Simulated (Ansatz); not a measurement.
Consider the formal loss of a carbene: `CCN[SiH3]` → `[CH2]` (triplet) + `CN[SiH3]`.

Program: Ansatz. Geometries: PBE0-D4/def2-TZVP. ΔE: electronic, gas phase. CBS: MP2 limit from def2 TZ/QZ plus the TZ coupled-cluster correction, frozen cores. This one scheme is used for every species. DFT in def2-TZVPP. Triplets are unrestricted, without spin–orbit coupling. One conformer a species, not always the lowest.

`CCN[SiH3]`:

Z-matrix (Å, degrees):
```
C
C 1 1.516
H 1 1.092 2 110.6
H 1 1.093 2 111.0 3 120.8
H 1 1.094 2 110.8 3 -119.6
N 2 1.449 1 111.9 3 58.7
H 2 1.096 1 109.3 3 -60.7
H 2 1.100 1 109.4 3 -176.5
Si 6 1.715 2 123.6 1 -150.6
H 6 1.009 2 113.3 1 55.1
H 9 1.488 6 108.6 2 54.2
H 9 1.496 6 115.4 2 -65.4
H 9 1.486 6 107.4 2 174.2
```

`[CH2]` (triplet):

Cartesian coordinates in Å:
```
C 0.039 -0.006 0.273
H -0.105 0.995 -0.104
H 0.065 -0.989 -0.169
```

`CN[SiH3]`:

Cartesian coordinates in Å:
```
C 0.272 -0.800 1.113
N -0.207 -0.577 -0.234
Si -0.126 0.949 -1.014
H 0.546 -1.849 1.260
H 1.176 -0.208 1.282
H -0.451 -0.525 1.892
H -0.947 -1.202 -0.509
H 1.286 1.419 -0.993
H -0.947 2.032 -0.388
H -0.602 0.761 -2.409
```

```json
{"species": "`CCN[SiH3]`", "BLYP-D4 energy (Eh)": "-425.88464"}
{"species": "`[CH2]` (triplet)", "BLYP-D4 energy (Eh)": "-39.14539"}
{"species": "`CN[SiH3]`", "BLYP-D4 energy (Eh)": "-386.57358"}
```

**Question.** Work out ΔE.

**Answer.** ΔE = (-39.14539) + (-386.57358) − (-425.88464) = 0.16567 Eh = +4.51 eV. CCSD(T)/CBS gives +4.60 eV.

Largest T1 diagnostic among the species: 0.011.

At CCSD(T), def2-SVP lies −0.16 eV from the extrapolated value and def2-TZVPP −0.12 eV. Leaving LDA and LC-ωPBE aside and taking each functional with its dispersion term where it has one, the values, not all of them listed here, spread over 0.38 eV, from r2SCAN0-D4 to ωB97X-V. LDA lies +0.78 eV from PBE without D4. From BLYP to BHLYP (50 % exact exchange), in def2-TZVPP and without D4, ΔE moves by −0.04 eV.
